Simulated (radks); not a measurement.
Values are calculated unless marked as measured or tabulated.
The lanthanum ion La+ inside a hard spherical wall (all orbitals vanish at R), configuration held at [Xe] 5d2 and not refilled when levels cross. Code: a radial shooting solver on a logarithmic mesh with Libxc functionals. Model: scalar-relativistic Kohn-Sham, LDA (Slater exchange, VWN5 correlation), spin-polarised, spherical densities, finite nucleus; open shells are filled with parallel spins first (spin-orbit coupling, left out, can overturn this in heavy ions); Fermi nuclear charge, rms radius 4.855 fm. Eigenvalues in eV for spin up, with the zero of energy where the potential of the charges vanishes at infinity; a dash marks a level that is unbound or too diffuse for the functional's potential to be trusted. A positive occupied level is held by the wall or, in an anion where self-interaction has pushed it up, behind a barrier. The pressure on the wall is -dE/dV.

R (bohr) = free: E (hartree) -8486.3093; kinetic (hartree) 8973.478; e(4d) -107.63; e(5s) -43.166; e(5p) -26.765; e(4f, empty) -8.537; e(6s, empty) -8.025; e(5d) -7.740; pressure (GPa) 0
R (bohr) = 15: E (hartree) -8486.3093; kinetic (hartree) 8973.478; e(4d) -107.63; e(5s) -43.166; e(5p) -26.765; e(4f, empty) -8.537; e(6s, empty) -8.025; e(5d) -7.740; pressure (GPa) < 0.0001
R (bohr) = 10: E (hartree) -8486.3091; kinetic (hartree) 8973.480; e(4d) -107.61; e(5s) -43.147; e(5p) -26.747; e(4f, empty) -8.518; e(6s, empty) -7.998; e(5d) -7.724; pressure (GPa) 0.00594
R (bohr) = 6: E (hartree) -8486.2835; kinetic (hartree) 8973.630; e(4d) -106.70; e(5s) -42.338; e(5p) -25.995; e(4f, empty) -7.654; e(6s, empty) -6.112; e(5d) -6.819; pressure (GPa) 2.00
R (bohr) = 5: E (hartree) -8486.2210; kinetic (hartree) 8973.945; e(4d) -105.47; e(5s) -41.320; e(5p) -25.044; e(4f, empty) -6.501; e(6s, empty) -2.764; e(5d) -5.382; pressure (GPa) 10.7
R (bohr) = 3.5: E (hartree) -8485.4811; kinetic (hartree) 8977.664; e(4d) -98.036; e(5s) -35.624; e(5p) -19.063; e(4f, empty) 0.454; e(6s, empty) 19.994; e(5d) 4.049; pressure (GPa) 275
R (bohr) = 3: E (hartree) -8484.2367; kinetic (hartree) 8983.377; e(4d) -90.385; e(5s) -29.418; e(5p) -11.899; e(4f, empty) 7.726; e(6s, empty) 45.005; e(5d) 14.594; pressure (GPa) 1040
R (bohr) = 2.5: E (hartree) -8480.6105; kinetic (hartree) 8998.139; e(4d) -75.949; e(5s) -15.325; e(5p) 4.870; e(4f, empty) 22.063; e(6s, empty) 98.401; e(5d) 37.848; pressure (GPa) 4530
